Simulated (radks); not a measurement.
Spherical quantum dot in the effective-mass picture: electrons in a hard-walled sphere of radius 8.16, with a point charge +2 (a donor) at the centre, all in effective atomic units (hartree* = m*/eps^2 hartree, bohr* = eps/m* bohr), one dielectric constant everywhere. Calculated with a radial shooting solver with Libxc functionals: non-relativistic Kohn-Sham, exchange-only LDA, spin-polarised, spherical densities. Levels are named by radial order and angular momentum (1s, 1p, 1d, 2s, ...), and open shells are averaged over m. Results are scaled to m* = 0.494 and eps = 4.6, for which hartree* = 635.3 meV and bohr* = 0.4928 nm. Each electron was tried in the lowest free levels, single moves between levels near the top were tried too, and the lowest total energy was kept; such a search can miss a lower state. At N = 1 the Hartree and exchange-correlation terms need not cancel, so that row can carry a self-interaction error.

\begin{tabular}{lrrrrrr}
N & open shells & 2S & E (meV) & mu = E(N) - E(N-1) (meV) & addition energy mu(N+1) - mu(N) (meV) & e(HOMO) (meV) \\ \hline
1 & 1s(up 1, down 0) & 1 & -1215.02 & -1215.0 & 699.8 & -939.63 \\
2 & none & 0 & -1730.26 & -515.24 & 588.2 & -328.41 \\
3 & 2s(up 1, down 0) & 1 & -1657.35 & 72.913 & 115.3 & 116.27 \\
4 & 1p(up 1, down 0) 2s(up 1, down 0) & 2 & -1469.13 & 188.21 & 97.44 & 236.81 \\
5 & 1p(up 2, down 0) 2s(up 1, down 0) & 3 & -1183.48 & 285.65 & 97.41 & 334.45 \\
6 & 1p(up 3, down 0) 2s(up 1, down 0) & 4 & -800.427 & 383.06 & 134.6 & 431.55 \\
7 & 1p(up 3, down 0) & 3 & -282.780 & 517.65 & 100.2 & 553.72 \\
8 & 1p(up 3, down 1) & 2 & 335.054 & 617.83 & 87.57 & 661.02 \\
9 & 1p(up 3, down 2) & 1 & 1040.46 & 705.41 & 89.92 & 750.14 \\
10 & none & 0 & 1835.79 & 795.33 & 134.6 & 840.65 \\
11 & 1d(up 1, down 0) & 1 & 2765.71 & 929.92 & 89.20 & 974.42 \\
12 & 1d(up 2, down 0) & 2 & 3784.83 & 1019.1 & 89.67 & 1063.9 \\
13 & 1d(up 3, down 0) & 3 & 4893.63 & 1108.8 & 89.92 & 1153.7 \\
14 & 1d(up 4, down 0) & 4 & 6092.35 & 1198.7 & 90.04 & 1243.7 \\
15 & 1d(up 5, down 0) & 5 & 7381.11 & 1288.8 & 122.1 & 1333.8 \\
16 & 1d(up 5, down 1) & 4 & 8791.93 & 1410.8 & 87.07 & 1454.2 \\
17 & 1d(up 5, down 2) & 3 & 10289.8 & 1497.9 & 87.68 & 1541.6 \\
18 & 1d(up 5, down 3) & 2 & 11875.4 & 1585.6 & 88.07 & 1629.5 \\
19 & 1d(up 5, down 4) & 1 & 13549.0 & 1673.6 & 88.32 & 1717.8 \\
20 & none & 0 & 15311.0 & 1761.9 & 141.9 & 1806.2 \\
21 & 1f(up 1, down 0) & 1 & 17214.8 & 1903.9 & 87.68 & 1947.7 \\
22 & 1f(up 2, down 0) & 2 & 19206.4 & 1991.5 & 87.82 & 2035.4 \\
23 & 1f(up 3, down 0) & 3 & 21285.7 & 2079.4 & 87.91 & 2123.3 \\
24 & 1f(up 4, down 0) & 4 & 23453.0 & 2167.3 & 87.97 & 2211.2 \\
25 & 1f(up 5, down 0) & 5 & 25708.2 & 2255.2 & 88.00 & 2299.2 \\
26 & 1f(up 6, down 0) & 6 & 28051.5 & 2343.2 & 88.02 & 2387.2 \\
27 & 1f(up 7, down 0) & 7 & 30482.7 & 2431.3 & 117.8 & 2475.3 \\
28 & 1f(up 7, down 1) & 6 & 33031.8 & 2549.1 & 86.48 & 2592.3 \\
29 & 1f(up 7, down 2) & 5 & 35667.3 & 2635.6 & 86.66 & 2678.9 \\
30 & 1f(up 7, down 3) & 4 & 38389.6 & 2722.2 & 86.80 & 2765.6 \\
31 & 1f(up 7, down 4) & 3 & 41198.6 & 2809.0 & 86.90 & 2852.5 \\
32 & 1f(up 7, down 5) & 2 & 44094.5 & 2895.9 & 86.97 & 2939.4 \\
33 & 1f(up 7, down 6) & 1 & 47077.4 & 2982.9 & 87.03 & 3026.4 \\
34 & none & 0 & 50147.3 & 3069.9 & - & 3113.5 \\
\end{tabular}

All shells are closed at N = 2, 10, 20, 34 (there: 1s2 1p6 1d10 2s2 1f14); the second difference of the energy has clear peaks (12 % above both neighbours; the first and last values, which can be the largest, are not judged, and half-filled shells can peak too) at N = 6, 10, 15, 20, 27.
